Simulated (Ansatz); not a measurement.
Compare A (`O[SiH2][Si](F)(Cl)Cl`) with its isomer B (`F[SiH2]O[SiH](Cl)Cl`).

Computed with Ansatz on PBE0-D4/def2-TZVP structures; ΔE is electronic, products minus reactants. CCSD(T)/CBS adds triple-zeta CCSD(T) − MP2 to the extrapolated MP2 energy (def2 sets, frozen cores). Functionals use def2-TZVPP. B3LYP here is the variant with VWN-RPA as its local correlation; programs differ in this. One conformer a species, not always the lowest.

Task: Which is lower in electronic energy at CCSD(T)/CBS, and by how much? (Estimate.)

Result: Computed: B, by 148.2 kJ/mol.

Task: Give E(B) − E(A) in kJ/mol with ωB97M-V, PBE-D4, PBE0-D4, B2PLYP, B3LYP, CCSD(T)/def2-TZVPP, HF/def2-TZVPP. (Best estimate.)

Result: Ansatz gave: ωB97M-V -147.4, PBE-D4 -115.9, PBE0-D4 -128.0, B2PLYP -150.3, B3LYP -144.2, CCSD(T)/def2-TZVPP -149.4, HF/def2-TZVPP -175.3. None reverses the order clearly.

Largest T1 diagnostic: 0.011.

From PBE to PBE0 (25 % exact exchange), in def2-TZVPP and without D4, E(B) − E(A) moves by −12.0 kJ/mol. In def2-TZVPP, CCSD(T) changes the Hartree–Fock value by +26.0 kJ/mol (the triples alone add +4.1 kJ/mol) and MP2 by +19.7 kJ/mol.
